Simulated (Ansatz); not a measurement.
A set of 12 reactions (substitution), with CCSD(T)/CBS values in kJ/mol:

| reaction | ΔE |
| --- | --- |
| `CO[Si]Cl` + `[OH][GeH2][I]` → `C[O][GeH2][I]` + `O[Si]Cl` | 10.7 |
| `COCOC` + `C=C(O)Br` → `C=C(Br)OC` + `COCO` | -2.6 |
| `C=C([SiH3])NC` + `CO[SiH](S)Cl` → `CO[SiH](Cl)SC` + `C=C(N)[SiH3]` | -21.7 |
| `[SiH3]C[CH2][GeH3]` + `SSS` → `[SiH3]CSSS` + `[CH3][GeH3]` | -17.0 |
| `CCOC=O` + `OCO` → `O=COCO` + `CCO` | 7.8 |
| `CC(=N)CCl` + HI → `CC(=N)CI` + HCl | -27.5 |
| `CC(=N)CCl` + H–F → `FCCl` + `CC=N` | 71.6 |
| `CC(C)(C)Br` + `[CH3][SnH]([NH2])[F]` → `[CH3][SnH]([F])[NH]C(C)(C)C` + HBr | 24.3 |
| `CBOCC` + `CNBCl` → `CCN(C)BCl` + `CBO` | -22.5 |
| `C=C(O)C(=C)F` + HBr → `C=C(O)Br` + `C=CF` | 56.2 |
| `CS[SiH2][GeH3]` + `N[Si](N)(F)F` → `CN[Si](N)(F)F` + `S[SiH2][GeH3]` | 30.3 |
| `COB(Br)Br` + `F[SiH2]N[SiH3]` → `CN([SiH3])[SiH2]F` + `OB(Br)Br` | -7.8 |

Gas-phase electronic energies from Ansatz, PBE0-D4/def2-TZVP geometries. CCSD(T)/CBS adds triple-zeta CCSD(T) − MP2 to the extrapolated MP2 energy (def2 sets, frozen cores). This one scheme is used for every species. Functionals use def2-TZVPP. def2 core potentials past Kr. For Br, Ge, I, Sn outer-core shells are correlated without core-valence functions, which leaves a few kJ/mol of doubt a bond. Scalar relativity is left out up to krypton. One conformer a species, not always the lowest.

(1) Give the mean, mean absolute and largest difference (level minus CCSD(T)/CBS, kJ/mol) for: PBE-D4, r2SCAN-D4, ωB97X-V, ωB97M-V, B2PLYP, r2SCAN, HF/def2-TZVPP, MP2/def2-TZVPP, CCSD/def2-TZVPP, CCSD(T)/def2-TZVPP, HF/def2-QZVPP, MP2/def2-QZVPP, SCS-MP2/def2-QZVPP, MP2/CBS(def2). (An estimate is asked.)

The largest T1 diagnostic in the set is 0.015, for `O=COCO` (customary mark 0.02).

CCSD(T)/CBS is a level of theory with its own doubt, and the functionals carry their triple-zeta basis error, so these figures describe this set and don't rank the functionals.

Answers

(1) The calculation gave: 
```json
{"level": "PBE-D4", "mean": "-0.6", "mean absolute": "3.8", "largest": "-14.9"}
{"level": "r2SCAN-D4", "mean": "0.4", "mean absolute": "4.0", "largest": "-15.9"}
{"level": "ωB97X-V", "mean": "0.2", "mean absolute": "4.0", "largest": "-15.7"}
{"level": "ωB97M-V", "mean": "0.2", "mean absolute": "3.1", "largest": "-12.5"}
{"level": "B2PLYP", "mean": "0.8", "mean absolute": "4.6", "largest": "-16.3"}
{"level": "r2SCAN", "mean": "0.7", "mean absolute": "4.6", "largest": "-18.0"}
{"level": "HF/def2-TZVPP", "mean": "3.1", "mean absolute": "9.7", "largest": "-30.0"}
{"level": "MP2/def2-TZVPP", "mean": "-0.4", "mean absolute": "2.6", "largest": "6.8"}
{"level": "CCSD/def2-TZVPP", "mean": "0.4", "mean absolute": "3.1", "largest": "-7.8"}
{"level": "CCSD(T)/def2-TZVPP", "mean": "-0.2", "mean absolute": "2.0", "largest": "-4.9"}
{"level": "HF/def2-QZVPP", "mean": "3.1", "mean absolute": "9.7", "largest": "-30.1"}
{"level": "MP2/def2-QZVPP", "mean": "-0.3", "mean absolute": "3.4", "largest": "9.7"}
{"level": "SCS-MP2/def2-QZVPP", "mean": "-0.1", "mean absolute": "1.3", "largest": "-4.7"}
{"level": "MP2/CBS(def2)", "mean": "-0.2", "mean absolute": "4.2", "largest": "11.8"}
```
